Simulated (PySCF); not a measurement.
NO, doublet, at a GFN2-xTB geometry; CAMB3LYP/6-31G** run with PySCF.

Here is a job for PySCF.
```python
from pyscf import gto, scf, dft

mol = gto.M(
    atom='''
N    -0.00000000   -0.00000000   -0.61625478
O     0.00000000    0.00000000    0.53922293
''',
    basis='6-31g**',
    spin=1,
    verbose=4,
)

mf = dft.UKS(mol)
mf.xc = 'camb3lyp'
mf.conv_tol_grad = 1e-3
mf.kernel()
```

Problem. What does PySCF print? Leave out banner, timings and long lists.

Solution. 
```
PySCF version 2.14.0

[INPUT] verbose = 4
[INPUT] num. atoms = 2
[INPUT] num. electrons = 15
[INPUT] charge = 0
[INPUT] spin (= nelec alpha-beta = 2S) = 1
[INPUT] symmetry False subgroup None
[INPUT] Mole.unit = angstrom
[INPUT] Symbol           X                Y                Z      unit          X                Y                Z       unit  Magmom
[INPUT]  1 N      0.000000000000   0.000000000000  -0.616254780000 AA    0.000000000000   0.000000000000  -1.164552757154 Bohr   0.0
[INPUT]  2 O      0.000000000000   0.000000000000   0.539222930000 AA    0.000000000000   0.000000000000   1.018983657786 Bohr   0.0

nuclear repulsion = 25.6464694689091
number of shells = 12
number of NR pGTOs = 54
number of NR cGTOs = 28
basis = 6-31g**
ecp = {}

******** <class 'pyscf.dft.uks.UKS'> ********
method = UKS
initial guess = minao
damping factor = 0
level_shift factor = 0
DIIS = <class 'pyscf.scf.diis.CDIIS'>
diis_start_cycle = 1
diis_space = 8
diis_damp = 0
SCF conv_tol = 1e-09
SCF conv_tol_grad = 0.001
SCF max_cycles = 50
direct_scf = True
direct_scf_tol = 1e-13
number electrons alpha = 8  beta = 7
XC library pyscf.dft.libxc version 7.1.2
    S. Lehtola, C. Steigemann, M. J. T. Oliveira, and M. A. L. Marques,  SoftwareX 7, 1–5 (2018)
XC functionals = camb3lyp
    T. Yanai, D. P. Tew, and N. C. Handy,  Chem. Phys. Lett. 393, 51 (2004)
radial grids:
    Treutler-Ahlrichs [JCP 102, 346 (1995); DOI:10.1063/1.469408] (M4) radial grids

becke partition: Becke, JCP 88, 2547 (1988); DOI:10.1063/1.454033
pruning grids: <function nwchem_prune>
grids dens level: 3
symmetrized grids: False
atomic radii adjust function: <function treutler_atomic_radii_adjust>
small_rho_cutoff = 0
tot grids = 27984
init E= -129.965781603456

cycle= 1 E= -129.788523401811  delta_E= 0.177  |g|= 0.365  |ddm|= 1.32
cycle= 2 E= -129.674645116819  delta_E= 0.114  |g|= 0.684  |ddm|= 0.513
cycle= 3 E= -129.839459369087  delta_E= -0.165  |g|= 0.0351  |ddm|= 0.354
cycle= 4 E= -129.839928986836  delta_E= -0.00047  |g|= 0.00807  |ddm|= 0.0229
cycle= 5 E= -129.839964998973  delta_E= -3.6e-05  |g|= 0.00218  |ddm|= 0.00923
cycle= 6 E= -129.839969541735  delta_E= -4.54e-06  |g|= 0.000684  |ddm|= 0.00287
cycle= 7 E= -129.839970989481  delta_E= -1.45e-06  |g|= 0.000354  |ddm|= 0.00171
cycle= 8 E= -129.83997155071  delta_E= -5.61e-07  |g|= 0.000115  |ddm|= 0.00141
cycle= 9 E= -129.839971613734  delta_E= -6.3e-08  |g|= 3.65e-05  |ddm|= 0.000518
cycle= 10 E= -129.839971618951  delta_E= -5.22e-09  |g|= 5.77e-06  |ddm|= 0.000152
cycle= 11 E= -129.839971619015  delta_E= -6.37e-11  |g|= 2.69e-06  |ddm|= 1.69e-05
Extra cycle  E= -129.839971619009  delta_E= 5.77e-12  |g|= 4.88e-06  |ddm|= 3.98e-06
converged SCF energy = -129.839971619009  <S^2> = 0.75265413  2S+1 = 2.0026524
```
